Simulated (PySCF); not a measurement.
A structure optimised at PBE-D3(BJ)/def2-SVP, used in a PySCF frequency run:

```
C
C 1 1.3429
H 2 1.0986 1 122.43
H 2 1.1018 3 118.33 1 180.00
C 1 1.4965 2 126.86 3 180.00
H 5 1.1080 1 110.33 2 0.00
H 5 1.1096 6 108.77 1 121.97
H 5 1.1096 6 108.77 7 116.07
Br 1 1.9216 2 119.38 3 0.00
```

Task: Write its SMILES, formula and point group.

Result: C=C(C)Br, C₃H₅Br, Cs

Task: What are its rotational constants (standard atomic weights)?

Result: 9.1250, 3.0813, 2.3376 GHz
